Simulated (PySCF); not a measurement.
Geometry:
```tsv
atom	x (Å)	y (Å)	z (Å)
Al1	-0.015	-0.011	0.003
N2	1.740	-0.031	-0.052
C3	2.941	-0.035	-0.079
O4	4.106	-0.040	-0.105
N5	-0.870	1.522	-0.010
C6	-1.416	2.593	-0.023
O7	-1.946	3.630	-0.036
N8	-0.905	-1.522	0.068
C9	-1.477	-2.579	0.102
O10	-2.033	-3.603	0.136
```

Computed data (PySCF 2.14): geometry from PBE0-D3(BJ)/def2-SVP, GIAO B3LYP/pcSseg-1 (pcSseg-2 on Al) shieldings. No relativistic terms, no solvent, single conformer, averaged over atoms made equivalent by symmetry, fast rotation or ring inversion.

References, each an isolated molecule treated in the same way: $^{13}$C vs TMS; [Al(H2O)6]3+ for $^{27}$Al; NH3 for $^{15}$N; $^{17}$O vs H2O.

```json
{"atoms": "O4/O7/O10", "nucleus": "$^{17}$O", "count": "3", "δ (ppm)": "140.5"}
{"atoms": "C3/C6/C9", "nucleus": "$^{13}$C", "count": "3", "δ (ppm)": "?"}
{"atoms": "Al1", "nucleus": "$^{27}$Al", "count": "1", "δ (ppm)": "?"}
{"atoms": "N2/N5/N8", "nucleus": "$^{15}$N", "count": "3", "δ (ppm)": "44.6"}
```

Task: Fill in the missing shifts.

Result: 
- C3/C6/C9: 125.7 ppm, carbon bonded to N, O
- Al1: 75.1 ppm, aluminium bonded to 3 N

Shifts are as computed, not scaled to solution data. Of 1309 compounds with measured shifts, 239 miss one by over three times the rms of a fit or turn the order of signals round; such compounds aren't used in these exercises. Experimental scales use liquid or dissolved standards, which lie at an offset from isolated NH3 (liquid NH3: subtract about 20 ppm) and H2O (liquid H2O: subtract about 36 ppm).
